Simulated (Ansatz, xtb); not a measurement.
## C5H7NO2S: which of two isomers lies lower

Structure I is `C=NC(=S)[C@H](C)OC=O`, a singlet and structure II is `CS(=O)(=O)c1cc[nH]c1`, a singlet. Both are isolated molecules in the gas phase, relaxed with PBE0-D3(BJ)/def2-SVP; the shapes shown needn't be the lowest conformers.

I (Å):

```xyz
16

C    -0.0014   -1.7406    0.0461
C     0.2412    0.4582   -0.7438
C     0.9981    1.4701    0.1188
C     0.2251    2.7583    0.2790
C     3.0974    0.7855   -0.6343
N    -0.3297   -0.5241   -0.0066
O     2.2529    1.7971   -0.4762
O     2.8788   -0.3545   -0.3303
S     0.0246    0.6489   -2.3525
H    -0.5891   -2.4309    0.6654
H     0.8675   -2.1302   -0.5091
H     1.1896    0.9963    1.0957
H     0.7921    3.4649    0.9014
H     0.0485    3.2011   -0.7114
H    -0.7430    2.5555    0.7575
H     4.0403    1.1539   -1.0860
```

II (Å):

```tsv
atom	x (Å)	y (Å)	z (Å)
C	-2.3374	0.2120	1.5126
C	0.0128	1.3640	0.5288
C	1.1860	1.0254	1.2571
C	2.1669	0.8021	0.3191
C	0.3131	1.3449	-0.8190
N	1.6213	0.9994	-0.9236
O	-1.3610	2.4434	2.4649
O	-2.3216	2.4202	0.1042
S	-1.5584	1.7842	1.1771
H	-3.3215	0.4612	1.9331
H	-1.7353	-0.3414	2.2438
H	-2.4459	-0.3436	0.5733
H	1.2854	0.9793	2.3388
H	3.2131	0.5298	0.4392
H	2.1278	0.9213	-1.7951
H	-0.3168	1.5721	-1.6753
```

Estimate which is lower in electronic energy at CCSD(T)/def2-SVP + ΔMP2/def2-TZVPP, and by roughly how much.

Not settled: CCSD(T)/def2-SVP + ΔMP2/def2-TZVPP gives E(II) − E(I) = −0.192 eV, but this leans on the basis-set step: CCSD(T) alone gives +1.726 eV.

How the difference moves with the method:

| level | geometry | E(II) − E(I) (eV) | departure from the last row (eV) | job, with rough time for the two |
| --- | --- | --- | --- | --- |
| GFN2-xTB | GFN2-xTB | −0.135 | +0.057 | optimisation, 0.29 s |
| HF/STO-3G | GFN2-xTB | +8.583 | +8.775 | single point, 0.57 s |
| r2SCAN-D4/def2-SVP | GFN2-xTB | +1.058 | +1.250 | single point, 5 s |
| PBE0-D3(BJ)/def2-SVP | PBE0-D3(BJ)/def2-SVP | +0.964 | +1.156 | optimisation, 68 s |
| HF/def2-SVP | PBE0-D3(BJ)/def2-SVP | +1.870 | +2.062 | part of the CCSD(T) run |
| MP2/def2-SVP | PBE0-D3(BJ)/def2-SVP | +1.275 | +1.467 | part of the CCSD(T) run |
| CCSD(T)/def2-SVP | PBE0-D3(BJ)/def2-SVP | +1.726 | +1.918 | single point |
| CCSD(T)/def2-SVP + ΔMP2/def2-TZVPP | PBE0-D3(BJ)/def2-SVP | −0.192 |  | single point, 2.8 min |

As drawn, II has 2 C–S, 2 O=S, 3 C∷C, 2 C∷N, 1 N–H in place of 1 C=N, 1 C–N, 1 C=S, 2 C–C, 2 C–O, 1 C=O, 1 C–H (∷ is an aromatic bond). Structure I has no ring, II a 5-membered ring (with an aromatic ring).

HF/STO-3G, r2SCAN-D4/def2-SVP, PBE0-D3(BJ)/def2-SVP, HF/def2-SVP, MP2/def2-SVP, CCSD(T)/def2-SVP put the two in the other order. The largest departure from CCSD(T)/def2-SVP + ΔMP2/def2-TZVPP is that of HF/STO-3G, 8.775 eV. The last row adds to CCSD(T) the change of the MP2 difference between the two basis sets, here −1.918 eV, a large step that makes the value less sure.

With thermal terms from frequencies at re-optimised GFN2-xTB minima (ideal gas, soft modes damped towards free rotors, one conformer each, 298.15 K, 1 atm): the zero-point term adds +0.059 eV; ΔH is −0.162 and ΔG −0.092 eV.

The correlated steps freeze 13 core orbitals. Mirror images aren't counted in ΔG. Programs: Ansatz 0.2.0, xtb 6.7.1; the last row on 4 threads of Arm Neoverse V2 on a shared host.
